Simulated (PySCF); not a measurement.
PySCF input:

```python
from pyscf import gto, scf, dft

mol = gto.M(
    atom='''
    C    -0.90460423   -0.84732698    0.11065920
    C    -1.06018108    0.61470875   -0.21602431
    C     0.15747036    0.12761119    0.49611742
    N     1.44757121    0.09578820   -0.26068901
    H    -0.71084687   -1.52651156   -0.71038905
    H    -1.48809910   -1.27667292    0.91219987
    H    -1.75324154    1.21500696    0.35544829
    H    -0.96997087    0.90861000   -1.25450300
    H     0.33551045    0.37797384    1.53179942
    H     1.91776843    1.00575094   -0.23487798
    H     2.08906113   -0.60397470    0.12480599
    H     1.29070966   -0.14065778   -1.24417437
    ''',
    basis='def2-tzvpd',
    charge=1,
    spin=0,
    verbose=4,
)

mf = dft.RKS(mol, xc='m062x').density_fit(auxbasis='def2-universal-jkfit')
mf.grids.level = 4
mf.conv_tol = 1e-9
mf.max_cycle = 100
mf.max_memory = 1500
mf.kernel()
if not mf.converged:
    mf = mf.newton()
    mf.kernel(mf.make_rdm1())
mf.analyze()
```

Predict the final energy.

-173.58372 Eh (M06-2X/def2-TZVPD).

It need not be the lowest isomer of its formula.
